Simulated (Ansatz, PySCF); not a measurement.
Reaction (SMILES): C[Si](C)(P)P -> [CH2][Si](C)(P)P + H atom (the C-H bond at the site shown breaks; other sites are not compared here)
Each molecule is optimised on its own at B3LYP-D3(BJ)/def2-TZVP (Ansatz, a first-principles code), one conformer each, not searched for the lowest. Frequencies are from Ansatz or PySCF.
Geometry of the first species:
```
Si
C 1 1.8780
H 2 1.0912 1 111.26
H 2 1.0921 3 108.17 1 -121.72
H 2 1.0925 3 107.93 4 -116.65
C 1 1.8783 2 110.60 3 -178.55
H 6 1.0911 1 111.16 2 179.47
H 6 1.0921 7 107.91 1 -121.23
H 6 1.0926 7 108.20 8 -116.91
P 1 2.2708 2 107.80 3 57.28
H 10 1.4190 1 94.16 2 171.72
H 10 1.4220 11 93.70 1 95.41
P 1 2.2720 2 107.93 3 -61.00
H 13 1.4189 1 94.84 2 73.92
H 13 1.4194 14 93.85 1 -95.07
```

Property: bond dissociation energy (enthalpy at 298 K, with B3LYP-D3(BJ) rigid-rotor harmonic-oscillator terms), in kcal/mol. Correlated levels leave the core frozen unless marked. Open shells are spin-unrestricted. No spin-orbit coupling. No relativistic terms. CBS(X,Y): correlation extrapolated as X^-3; Hartree-Fock from the larger set.

```tsv
level	program	bond dissociation energy (kcal/mol)
PBE-D4/def2-TZVPD	Ansatz + dftd4	[?]
revPBE-D4/def2-TZVPD	Ansatz + dftd4	95.5
revPBE/def2-TZVPD	Ansatz	94.2
PBE0/6-31G*	Ansatz	98.0
PBE0/def2-QZVPP	Ansatz	[?]
CAM-B3LYP-D4/def2-TZVPD	Ansatz + dftd4	99.2
wB97M-V/def2-TZVPD	Ansatz	[?]
B2GP-PLYP-D3(BJ)/def2-TZVPD	Ansatz + dftd3	[?]
SCS-MP2/6-31G	Ansatz	90.8
SCS-MP2/cc-pV(Q+d)Z	Ansatz	102.2
CCSD/cc-pV(T+d)Z	Ansatz	98.8
CCSD(T)/CBS(cc-pV(T+d)Z,cc-pV(Q+d)Z)	Ansatz	100.9
```

Problem. Fill in the missing entries.

Solution. 
- PBE-D4/def2-TZVPD, bond dissociation energy (kcal/mol): 96.7
- PBE0/def2-QZVPP, bond dissociation energy (kcal/mol): 96.9
- wB97M-V/def2-TZVPD, bond dissociation energy (kcal/mol): 100.6
- B2GP-PLYP-D3(BJ)/def2-TZVPD, bond dissociation energy (kcal/mol): 98.4
